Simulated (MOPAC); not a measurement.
MOPAC input (PM3):

```
PM3 PRECISE GNORM=0.05 LET XYZ GEO-OK AUX(PRECISION=9) THREADS=1
C3

C    -0.00000000 1   -0.00000000 1   -1.28727137 1
C     0.00000000 1    0.00000000 1    0.00000000 1
C     0.00000000 1    0.00000000 1    1.28727137 1
```

From the output:

```
                                                       MOPAC v23.2.5 Linux

          FINAL HEAT OF FORMATION =        206.62939 KCAL/MOL =     864.53735 KJ/MOL

          COSMO AREA              =         82.39 SQUARE ANGSTROMS
          COSMO VOLUME            =         64.80 CUBIC ANGSTROMS

          GRADIENT NORM           =          0.00306          =       0.00177 PER ATOM
          IONIZATION POTENTIAL    =         11.748477 EV
          HOMO LUMO ENERGIES (EV) =        -11.748 -1.562
          NO. OF FILLED LEVELS    =          6
          MOLECULAR WEIGHT        =         36.0330         POINT GROUP:  D*h

          MOLECULAR DIMENSIONS (Angstroms)

            Atom       Atom       Distance
            C     3    C     1     2.57161
            C     2    C     1     0.00000
            C     1    C     3     0.00000

          SCF CALCULATIONS        =          5

   ATOM   CHEMICAL          X               Y               Z
  NUMBER   SYMBOL      (ANGSTROMS)     (ANGSTROMS)     (ANGSTROMS)

     1       C          0.00000000  *  -0.00000000  *  -1.28580376  *
     2       C         -0.00000000  *   0.00000000  *  -0.00000000  *
     3       C         -0.00000000  *  -0.00000000  *   1.28580376  *

                             CARTESIAN COORDINATES

   1    C        0.000000000    -0.000000000    -1.285803755
   2    C       -0.000000000     0.000000000    -0.000000004
   3    C       -0.000000000    -0.000000000     1.285803759

           Empirical Formula: C3  =     3 atoms

      MOLECULAR POINT GROUP   :   D*h

                  EIGENVALUES
 -31.94266 -23.72917 -12.57600 -12.52114 -12.52114 -11.74848  -1.56236  -1.56236
   1.97127   1.97127   3.16870   5.67132

              NET ATOMIC CHARGES AND DIPOLE CONTRIBUTIONS

  ATOM NO.   TYPE          CHARGE      No. of ELECS.   s-Pop       p-Pop
    1          C           0.433228        3.5668     1.79022     1.77655
    2          C          -0.866457        4.8665     1.32768     3.53878
    3          C           0.433228        3.5668     1.79022     1.77655
 DIPOLE           X         Y         Z       TOTAL
 POINT-CHG.     0.000    -0.000     0.000     0.000
 HYBRID        -0.000     0.000     0.000     0.000
 SUM           -0.000     0.000     0.000     0.000

          ATOMIC ORBITAL ELECTRON POPULATIONS

     Atom    s        px        py        pz
    1  C   1.79022   0.39017   0.39017   0.99622
    2  C   1.32768   1.21967   1.21967   1.09945
    3  C   1.79022   0.39017   0.39017   0.99622

 **********************
 *                    *
 * JOB ENDED NORMALLY *
 *                    *
 **********************

 == MOPAC DONE ==
```

The geometry given is a B3LYP-D3(BJ)/def2-TZVP minimum.
